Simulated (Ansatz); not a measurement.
Cost and result for the atomization energy of BrH2InO2, SMILES `[OH][In]([OH])[Br]` (6 atoms, 5 bonds).

Z-matrix (Å, degrees):
```
In
O 1 1.974
Br 1 2.428 2 119.1
O 1 1.974 2 121.8 3 -180.0
H 2 0.961 1 112.8 3 -179.6
H 4 0.961 1 112.8 2 0.5
```

Total charge 0; spin multiplicity 1. Correlated methods include outer-core shells of Br, In, which these sets cover unevenly. Scalar relativity is left out up to krypton. In: def2 effective core potential. The geometry is a stationary point of PBE0-D4/def2-TZVP. It is one conformer, not always the lowest. Program: Ansatz. All runs use 4 threads of a server CPU on a shared host. Times are those of one run each, without the atoms' runs, and a repeat can differ threefold. Electronic energies, without spin–orbit coupling; frozen cores. CCSD(T)/CBS adds CCSD(T) − MP2 in def2-TZVPP to the MP2 limit, and its time is that of the two runs behind it. T1 = 0.014. With those shells the extrapolation isn't a true limit. B3LYP takes the VWN-RPA correlation (the form of Gaussian; ORCA's B3LYP/G). HSE06 is the plane-wave form, built on full-range PBE exchange.

CCSD(T)/CBS is a level of theory with its own doubt, some kJ/mol a heavy atom from the limit and from the frozen cores, so smaller differences don't rank the functionals.

```csv
level,functions,wall time
LDA (SPW92)/def2-TZVPP,188,0.95 s
BLYP-D4/def2-TZVPP,188,1.3 s
PBE0-D4/def2-TZVPP,188,2.1 s
BHLYP-D4/def2-TZVPP,188,2.3 s
r2SCAN-D4/def2-TZVPP (with forces),188,2.7 s
r2SCANh-D4/def2-TZVPP,188,2.7 s
HSE06-D4/def2-TZVPP,188,2.7 s
B3LYP-D4/def2-TZVPP (with forces),188,3 s
B2PLYP/def2-TZVPP,188,3.9 s
CCSD(T)/def2-SVP,96,4.9 s
MP2/def2-QZVPP,345,12 s
CCSD(T)/def2-TZVPP,188,61 s
CCSD(T)/CBS(def2),–,72 s
```

(1) What atomization energy does each give, and how far from CCSD(T)/CBS? (Estimate.)

Answers

(1) Ansatz gave: 
```json
{"level": "LDA (SPW92)/def2-TZVPP", "atomization (kcal/mol)": "515.1", "difference from CCSD(T)/CBS": "70.7", "per bond": "14.1"}
{"level": "BLYP-D4/def2-TZVPP", "atomization (kcal/mol)": "430.8", "difference from CCSD(T)/CBS": "-13.6", "per bond": "-2.7"}
{"level": "PBE0-D4/def2-TZVPP", "atomization (kcal/mol)": "427.2", "difference from CCSD(T)/CBS": "-17.2", "per bond": "-3.4"}
{"level": "BHLYP-D4/def2-TZVPP", "atomization (kcal/mol)": "403.6", "difference from CCSD(T)/CBS": "-40.8", "per bond": "-8.2"}
{"level": "r2SCAN-D4/def2-TZVPP (with forces)", "atomization (kcal/mol)": "436.9", "difference from CCSD(T)/CBS": "-7.5", "per bond": "-1.5"}
{"level": "r2SCANh-D4/def2-TZVPP", "atomization (kcal/mol)": "430.0", "difference from CCSD(T)/CBS": "-14.4", "per bond": "-2.9"}
{"level": "HSE06-D4/def2-TZVPP", "atomization (kcal/mol)": "427.6", "difference from CCSD(T)/CBS": "-16.8", "per bond": "-3.4"}
{"level": "B3LYP-D4/def2-TZVPP (with forces)", "atomization (kcal/mol)": "425.5", "difference from CCSD(T)/CBS": "-18.9", "per bond": "-3.8"}
{"level": "B2PLYP/def2-TZVPP", "atomization (kcal/mol)": "426.6", "difference from CCSD(T)/CBS": "-17.8", "per bond": "-3.6"}
{"level": "CCSD(T)/def2-SVP", "atomization (kcal/mol)": "394.6", "difference from CCSD(T)/CBS": "-49.8", "per bond": "-10.0"}
{"level": "MP2/def2-QZVPP", "atomization (kcal/mol)": "453.4", "difference from CCSD(T)/CBS": "9.0", "per bond": "1.8"}
{"level": "CCSD(T)/def2-TZVPP", "atomization (kcal/mol)": "424.1", "difference from CCSD(T)/CBS": "-20.3", "per bond": "-4.1"}
{"level": "CCSD(T)/CBS(def2)", "atomization (kcal/mol)": "444.4", "difference from CCSD(T)/CBS": "0.0", "per bond": "0.0"}
```

From BLYP to BHLYP (50 % exact exchange), in def2-TZVPP and without D4, the atomization energy moves by −25.8 kcal/mol: exact exchange takes away binding that semilocal exchange gives to molecules. In def2-TZVPP, CCSD(T) changes the Hartree–Fock value by +148.9 kcal/mol (the triples alone add +11.3 kcal/mol) and MP2 by +166.0 kcal/mol; breaking electron pairs costs correlation energy, which Hartree–Fock lacks. Leaving LDA and LC-ωPBE aside and taking each functional with its dispersion term where it has one, the values, not all of them listed here, spread over 40.6 kcal/mol, from BHLYP-D4 to PBE-D4. LDA lies +73.6 kcal/mol from PBE without D4, its usual overbinding.

Spin–orbit coupling would lower the free In atoms strongly, and the atomization energy with them, by more than many differences here.
